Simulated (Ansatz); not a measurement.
`C[Te][GeH3]` + `O[AsH2]` → `C[Te][AsH]O` + GeH₄  (ligand exchange at a Te–Ge bond)

Computed with Ansatz on PBE0-D4/def2-TZVP structures; ΔE is electronic, products minus reactants. CCSD(T)/CBS is the MP2 limit (def2-TZVPP, def2-QZVPP) plus CCSD(T) − MP2 in def2-TZVPP, frozen cores. Functionals use def2-TZVPP. B3LYP here is the variant with VWN-RPA as its local correlation; programs differ in this. HSE06 is defined as in plane-wave codes. Elements past krypton have def2 core potentials. For As, Ge, Te outer-core shells are correlated without core-valence functions, which leaves a few kJ/mol of doubt a bond. Scalar relativity is left out up to krypton. Each species was taken in one conformer, which may not be the lowest.

```csv
level,ΔE (kJ/mol),difference from CCSD(T)/CBS
LDA (SPW92),-18.1,-10.4
PBE-D4,-16.7,-9.0
revPBE-D4,-17.6,-9.9
BLYP-D4,-19.8,-12.1
r2SCAN-D4,-13.1,-5.4
B97M-V,-11.9,-4.2
PBE0-D4,-9.4,-1.7
B3LYP-D4,-13.4,-5.7
r2SCAN0-D4,-7.8,-0.1
HSE06-D4,-9.6,-1.9
BHLYP-D4,-6.6,1.1
CAM-B3LYP-D4,-8.5,-0.8
ωB97M-V,-6.4,1.3
B2PLYP,-8.3,-0.6
PBE-QIDH,-3.8,3.9
PBE,-14.4,-6.7
BLYP,-14.8,-7.1
r2SCAN,-12.5,-4.8
PBE0,-7.3,0.4
B3LYP,-9.5,-1.8
r2SCANh,-10.2,-2.5
r2SCAN0,-7.1,0.6
HSE06,-7.6,0.1
BHLYP,-3.3,4.4
CAM-B3LYP,-6.3,1.4
LC-ωPBE,-1.3,6.4
RPA@PBE/def2-TZVPP,-2.2,5.5
HF/def2-SVP,6.4,14.1
MP2/def2-SVP,-4.2,3.5
CCSD(T)/def2-SVP,-3.5,4.2
HF/def2-TZVPP,5.9,13.6
MP2/def2-TZVPP,-5.0,2.7
SCS-MP2/def2-TZVPP,-3.1,4.6
CCSD/def2-TZVPP,-0.2,7.5
HF/def2-QZVPP,5.5,13.2
MP2/def2-QZVPP,-7.5,0.2
SCS-MP2/def2-QZVPP,-5.2,2.5
HF/CBS(def2),5.4,13.1
MP2/CBS(def2),-9.0,-1.3
CCSD/CBS(def2),-4.2,3.5
CCSD(T)/CBS,-7.7,0
```

Largest T1 diagnostic among the species: 0.012.

At CCSD(T), def2-SVP lies +4.2 kJ/mol from the extrapolated value and def2-TZVPP +4.0 kJ/mol. In def2-TZVPP, CCSD(T) changes the Hartree–Fock value by −9.6 kJ/mol (the triples alone add −3.5 kJ/mol) and MP2 by −10.9 kJ/mol.
